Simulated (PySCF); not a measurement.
Compound: acetyl iodide, C2H3IO.
InChI=1S/C2H3IO/c1-2(3)4/h1H3

The calculation used PBE0-D3(BJ)/def2-SVP geometry optimisation, gas phase, def2 core potentials past Kr in PySCF.

Take the most abundant isotopes and a rigid rotor. 

Problem. What are A, B and C (cm⁻¹)?

Solution. Ia = 49.66, Ib = 230.72, Ic = 277.21 u·Å²; 505379 MHz·u·Å²/I gives 10177, 2190 and 1823 MHz, that is A = 0.33948, B = 0.07307, C = 0.06081 cm⁻¹.

Problem. What kind of rotor is it?

Solution. A near-prolate asymmetric top; Ray's κ = -0.912.

Problem. Is it planar, by Δ = Ic − Ia − Ib?

Solution. Not planar: Δ = Ic − Ia − Ib = -3.16 u·Å². For a rigid frame Δ = −2 Σ m c², so Σ m c² = 1.58 u·Å² lies off the ab plane, practically all of it from hydrogen. The atom farthest from that plane is 0.90 Å away.

Problem. Give the other two planar moments, Paa and Pbb, and the rms extents of the mass along the axes.

Solution. Paa = Σ m a² = (Ib + Ic − Ia)/2 = 229.14 and Pbb = Σ m b² = (Ia + Ic − Ib)/2 = 48.07 u·Å². With the mass M = 169.92 u, the rms extents √(P/M) along a, b and c are 1.16, 0.53, 0.10 Å.

Problem. Give the coordinates in the principal-axis frame, origin at the centre of mass.

Solution. The sense of each axis is arbitrary; atoms in the order of the calculation.
```
atom  mass (u)   a (Å)   b (Å)   c (Å)
  C1    12.000  -2.186  -1.220   0.000
  C2    12.000  -1.546   0.129   0.001
  O3    15.995  -2.070   1.183   0.000
  I4   126.904   0.669  -0.009   0.000
  H5     1.008  -3.278  -1.099   0.022
  H6     1.008  -1.839  -1.793   0.871
  H7     1.008  -1.874  -1.769  -0.900
```

Problem. Where do the levels up to J = 4 lie, in cm⁻¹?

Solution. Above 0(0,0):
J = 1: 1(0,1) 0.1339, 1(1,1) 0.4003, 1(1,0) 0.4125
J = 2: 2(0,2) 0.4012, 2(1,2) 0.6558, 2(1,1) 0.6926, 2(2,1) 1.4918, 2(2,0) 1.4922
J = 3: 3(0,3) 0.8012, 3(1,3) 1.0388, 3(1,2) 1.1123, 3(2,2) 1.8934, 3(2,1) 1.8955, 3(3,1) 3.2564, 3(3,0) 3.2564
J = 4: 4(0,4) 1.3326, 4(1,4) 1.5490, 4(1,3) 1.6715, 4(2,3) 2.4286, 4(2,2) 2.4348, 4(3,2) 3.7927, 4(3,1) 3.7928, 4(4,1) 5.6998, 4(4,0) 5.6998
Those of J = 1 are B + C, A + C and A + B.

Problem. Predict some low-J microwave lines.

Solution. The dipole components are |μa| = 1.42 D, |μb| = 2.43 D, |μc| = 0.00 D; the mirror of this Cs structure is the ab plane, so μc vanishes by symmetry (the 0.01 D computed is a residue) and there are no c-type lines. Intensities carry the squares of the components, which stand as 0.34 : 1.00 (a : b). Some lines, for components of 0.1 D or more:

```csv
type,branch,"J(Ka,Kc)",MHz,lower level (cm⁻¹)
a,Q,"1(1,0) ← 1(1,1)",367,0.400
a,Q,"2(1,1) ← 2(1,2)",1102,0.656
a,R,"1(0,1) ← 0(0,0)",4014,0.000
a,R,"2(1,2) ← 1(1,1)",7660,0.400
a,R,"2(0,2) ← 1(0,1)",8015,0.134
b,Q,"1(1,0) ← 1(0,1)",8354,0.134
a,R,"2(1,1) ← 1(1,0)",8394,0.413
b,Q,"2(1,1) ← 2(0,2)",8734,0.401
b,R,"1(1,1) ← 0(0,0)",12001,0.000
b,R,"2(1,2) ← 1(0,1)",15647,0.134
b,Q,"2(2,0) ← 2(1,1)",23973,0.693
b,Q,"2(2,1) ← 2(1,2)",25063,0.656
b,R,"2(2,1) ← 1(1,0)",32356,0.413
b,R,"2(2,0) ← 1(1,1)",32735,0.400
```

Problem. Estimate the classical rotational partition function at 100 K, 200 K and 500 K.

Solution. Point group Cs, symmetry number σ = 1; q = (√π/σ)·√((kT/h)³/(ABC)), k/h = 20836.6 MHz/K: 26400 at 100 K, 74800 at 200 K, 296000 at 500 K.

No PBE0-D3(BJ)/def2-SVP frequencies stand behind this structure, so it isn't proved a minimum. Zero-point vibration and centrifugal distortion are left out. A rigid rotor knows nothing of internal rotation, which can split or shift real lines. Quadrupole hyperfine structure (127I) is left out.
